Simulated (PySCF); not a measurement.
C₂H₅FOSi₂, SMILES FC1=CO[SiH2][SiH2]1.

Geometry optimised at PBE0-D3(BJ)/def2-SVP. This is a generated structure with no PubChem entry under its InChIKey; it may be hypothetical.

Calculation: PBE/def2-TZVP (PySCF).

The molecule is in vacuum.

- total energy: -832.81626 hartree
- point group: Cs
- highest occupied level: -5.51 eV
- lowest empty level: -1.48 eV
- orbital gap: 4.02 eV
- dipole moment: 1.43 D
- quadrupole, principal values (traceless, Buckingham form, about the centre of nuclear charge): -4.04, -0.30, 4.34 D·Å
- mean static polarisability: 80.8 bohr³ (11.97 Å³)
- polarisability, principal values: 62.6, 84.4, 95.3 bohr³
